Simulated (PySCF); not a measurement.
# Ca¹⁵⁺ (calcium, charge +15) across methods

[He] 2s2 2p1, 2P determinant. Calculation: PySCF 2.14, in an even-tempered Gaussian basis (18 s from 2.1 bohr⁻², ratio 2.2; 11 p from 2.7 bohr⁻², ratio 2.2; 6 d from 13 bohr⁻², ratio 2.4; 5 f from 19 bohr⁻², ratio 2.4; 5 g from 29 bohr⁻², ratio 2.4); no relativity, point nucleus.

```csv
method,E (hartree),mean ε 2s α (eV),mean ε 2s β (eV),mean ε 2p α (eV),Σ⟨r²⟩ (bohr²),⟨S²⟩
PBE0,-505.078,-986.39,-976.94,-942.86,0.3679,0.750
BP86,-505.279,-978.17,-970.65,-933.53,0.3674,0.750
r2SCAN,-505.137,-980.64,-971.72,-937.42,0.3678,0.750
UHF,-505.04492,-1011.0,-995.82,-970.97,0.3679,0.750
LDA,-503.458,-976.10,-968.11,-930.85,0.3688,0.750
B3LYP,-505.142,-984.97,-975.66,-941.63,0.3680,0.750
PBE,-505.044,-977.79,-970.10,-933.26,0.3679,0.750
```
